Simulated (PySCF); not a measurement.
# MoO₂Cl₂ + Cl₂ → MoCl₄ + O₂

Level: B3LYP in the def2-TZVP basis family, computed in PySCF with density fitting; scalar-relativistic core potentials for atoms from Rb on, none lighter, no spin–orbit coupling; open shells unrestricted.

```csv
species,state and structure,E (Eh),ZPE (kJ/mol),H(298 K) − H(0) (kJ/mol),S° (J/(mol K))
MoO₂Cl₂,"singlet, C2v, Mo–Cl 2.261 Å (×2), Mo–O 1.677 Å (×2); Cl–Mo–Cl 111.5°, Cl–Mo–O 109.6° (×4), O–Mo–O 107.0°",-1139.40413,24.3,18.6,338.8
Cl₂,"singlet, D∞h, Cl–Cl 2.014 Å",-920.42200,3.2,9.2,223.0
MoCl₄,"triplet, Td, Mo–Cl 2.249 Å (×4)",-1909.34386,12.9,22.7,378.7
O₂,"triplet, D∞h, O–O 1.204 Å",-150.38977,9.8,8.7,205.0
```

Task: What is the electronic reaction energy?

Result: At B3LYP/def2-TZVP, ΔE = 242.9 kJ/mol from the differences of the total energies times 2625.5, uphill. Chlorination of this kind underlies dry etching.

Task: Add zero-point, thermal and entropy terms for 298.15 K and 1 bar.

Result: ΔZPE = -4.8 and Δ[H(298) − H(0)] = 3.6 kJ/mol give ΔH° = 241.7 kJ/mol. ΔS° = 21.9 J/(mol K), so ΔG° = 241.7 − 298.15 × (0.0219) = 235 kJ/mol.

Open d or f shells are single determinants, so the state found may not be the ground state. Only the bonding shown was studied: isomers, or loss of a ligand pair, can lie lower.
